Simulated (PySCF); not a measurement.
# M06-2X on As⁺ (arsenic, charge +1)

Configuration: [Ar] 3d10 4s2 4p2, high-spin 3P determinant. Calculation: PySCF 2.14, in cc-pVDZ-DK (5s4p2d, 27 functions); the spin-free X2C one-electron Hamiltonian (Gaussian nucleus).

```
Total energy                                                  : -2260.347 hartree
One-electron energy                                           : -3133.793 hartree
Hartree (Coulomb) energy                                      : 957.683 hartree
Exchange-correlation energy                                   : -84.237 hartree
⟨S²⟩                                                          : 2.0038
⟨L²⟩                                                          : 2.009
Sum of ⟨r⟩                                                    : 21.63 bohr
Sum of ⟨r²⟩                                                   : 30.32 bohr²
Traceless quadrupole moment −½Σ⟨3z² − r²⟩ along its main axis : 2.36 e·bohr²
Langevin diamagnetic susceptibility                           : -24.0 ×10⁻⁶ cm³/mol
Time after the integrals                                      : 0.51 s of wall time on 1 thread of Neoverse-V1 (shared host)
```

| shell | electrons | mean orbital energy (hartree) | spread (hartree) | rms radius, mean of both spins (bohr) |
| --- | --- | --- | --- | --- |
| 1s α | 1 | -434.87038 | 0 | 0.0524 |
| 1s β | 1 | -434.86453 | 0 | 0.0524 |
| 2s α | 1 | -56.44029 | 0 | 0.220 |
| 2s β | 1 | -56.43696 | 0 | 0.220 |
| 2p α | 3 | -49.62001 | 0.00024 | 0.196 |
| 2p β | 3 | -49.61463 | 0.00612 | 0.196 |
| 3s α | 1 | -7.91857 | 0 | 0.641 |
| 3s β | 1 | -7.91098 | 0 | 0.641 |
| 3p α | 3 | -5.77910 | 0.00735 | 0.667 |
| 3p β | 3 | -5.76986 | 0.01958 | 0.667 |
| 3d α | 5 | -2.18389 | 0.01388 | 0.751 |
| 3d β | 5 | -2.17754 | 0.02055 | 0.751 |
| 4s α | 1 | -0.99487 | 0 | 2.06 |
| 4s β | 1 | -0.86126 | 0 | 2.06 |
| 4p α | 2 | -0.59661 | 0 | 2.48 |

Densities and radii are taken from the X2C orbitals without a picture-change correction, which distorts them close to the nucleus.
